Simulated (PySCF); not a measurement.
**[La(BH4)2]+ relaxed at several levels**

Computed with PySCF 2.14.0, PBE0, def2-SVP on the ligands, density fitting, scalar-relativistic core potentials, no spin-orbit coupling, vacuum. Each row is relaxed at its own level from the same template. Distances are means of the shortest metal–ligand contacts, charges and spins Mulliken's; removal energies are rigid, with the ligand's formal charge and no counterpoise, so too large; for an anion taken off a cation in vacuum most of it is the attraction of opposite charges, and multiply charged cations can part far more cheaply with an electron moved from ligand to metal. lcecp potentials hold a fixed number of 4f electrons in the core, out of states, spins and gaps.

```csv
level,basis on the metal,point group,M–BH4 (Å),charge on M (e),HOMO–LUMO gap (eV),removal of one BH4 (eV),"strongest infrared band, degenerate modes summed (cm⁻¹)",unstable modes (below −25 cm⁻¹)
PBE0,lcecp-1-SVP with ECP46,C2,2.259,1.15,–,13.05,2207,0
```

Problem. What does the calculation give for PBE0, def2-SVP with ECP46?

Solution. point group: C2, M–BH4 (Å): 2.274, charge on M (e): 1.24, HOMO–LUMO gap (eV): 6.15, removal of one BH4 (eV): 13.02, strongest infrared band, degenerate modes summed (cm⁻¹): 2198, unstable modes (below −25 cm⁻¹): 0.
```xyz
11

La    0.0000    0.0000   -0.5353
B     2.0478    0.0048    0.9234
H     2.9646    0.0314    1.6964
H     1.1128   -0.7725    1.2911
H     2.3370   -0.3343   -0.2526
H     1.4556    1.1260    0.8069
B    -2.0478   -0.0048    0.9235
H    -2.9647   -0.0314    1.6964
H    -1.1128    0.7724    1.2913
H    -2.3368    0.3343   -0.2525
H    -1.4556   -1.1260    0.8070
```

One start shape was tried for each, so a minimum needn't be the lowest isomer.
